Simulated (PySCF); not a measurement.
# Dipole moment and polarisability of `Cl[C@H]1[SiH2]C[SiH2][SiH2]1`

Species: C₂H₉ClSi₃.
Numbering: `[Cl:1][C@H:2]1[SiH2:3][CH2:4][SiH2:5][SiH2:6]1` (hydrogens: H7 on C2; H8, H9 on Si3; H10, H11 on C4; H12, H13 on Si5; H14, H15 on Si6)

Geometry (GFN2-xTB, Å), atoms numbered from 1 in this order:
```
atom  x, y, z in Å
Cl1   -1.7983   -0.3288   -1.8974
C2    -1.5203    0.3234   -0.2391
Si3   -0.8404   -1.1397    0.7910
C4     0.9648   -1.2712    0.2017
Si5    1.7028    0.4573   -0.1913
Si6   -0.2207    1.7343   -0.4025
H7    -2.4954    0.6665    0.0992
H8    -0.9074   -0.7637    2.2090
H9    -1.6234   -2.3485    0.5335
H10    1.5665   -1.8030    0.9361
H11    0.9932   -1.8791   -0.7027
H12    2.5848    0.3608   -1.3627
H13    2.5626    0.8695    0.9287
H14   -0.4798    2.6585    0.7127
H15   -0.4934    2.4715   -1.6381
```

Level: wB97X-D/def2-SVPD (PySCF), static field, nuclei fixed, core orbitals frozen in the response. The polarisability tensor in these axes (au):

```
x   118.71   3.78   3.91
y     3.78 116.21  -3.93
z     3.91  -3.93 107.64
```

Give the principal values, the mean and the anisotropy Δα = √{½[(α1 − α2)² + (α2 − α3)² + (α1 − α3)²]}.

Principal values 104.31, 116.72 and 121.52 au; mean 114.19 au = 16.92 Å³ = 18.83 × 10⁻⁴⁰ C²·m²/J; Δα = 15.38 au (13 % of the mean).

What is the dipole moment, and where does it point?

(0.65, 0.05, 1.33) D, 1.48 D in size, pointing from the negative to the positive side. Measured along this direction, the outermost atoms are Cl1 at the negative end and H13 at the positive end.

How large is μ²/3kT at 500 K beside α?

In Gaussian units μ²/3kT = 10.63 Å³ against 16.92 Å³, a ratio of 0.63; the Debye molar polarisation (4π/3)N_A(α + μ²/3kT) is 69.5 cm³/mol, leaving out the vibrational part.

What depolarisation ratio follows for Rayleigh scattering of linearly polarised light, taking the static tensor?

ρ = 3Δα²/(45ᾱ² + 4Δα²) = 709.4/(586728 + 945.8) = 0.00121.

In TDDFT the mean static polarisability is Σ f/ω² over all singlet excitations (ω in hartree). How much of it do the 8 lowest give? Their energies (eV) and oscillator strengths: 6.05, 0.0056; 6.59, 0.0050; 6.80, 0.0369; 6.91, 0.0087; 7.05, 0.0110; 7.34, 0.0118; 7.42, 0.0019; 7.61, 0.0081.

They add up to 1.38 au, 1.2 % of the 114.19 au; the largest single term is 0.59 au, from the state at 6.80 eV. Terms in order: 0.11, 0.08, 0.59, 0.13, 0.16, 0.16, 0.03, 0.10 au. Higher excitations give the rest. The strengths listed sum to 0.089.

Find the Langevin capture rate constant for NO+ (29.998 u) meeting this molecule (151.970 u), k = 2.342 × 10⁻⁹ cm³/s × √(α in Å³ / reduced mass in u).

The reduced mass is 25.05 u, so k = 1.92 × 10⁻⁹ cm³/s. The formula leaves out the permanent dipole, which adds to the capture rate.

Give the principal axes and the span of the nuclei along them.

Largest value along (0.84, 0.54, 0.09), where the nuclei span 5.27 Å; middle along (-0.43, 0.75, -0.51), 5.39 Å; least along (-0.34, 0.39, 0.86), 3.80 Å. 

Geometry: GFN2-xTB, one conformer, isolated molecule.

The run behind these numbers computed excited states as well. On one thread, Arm Neoverse V2 (aarch64), on a shared host, this took 37 s of wall time and 0.89 GiB of memory at its peak.
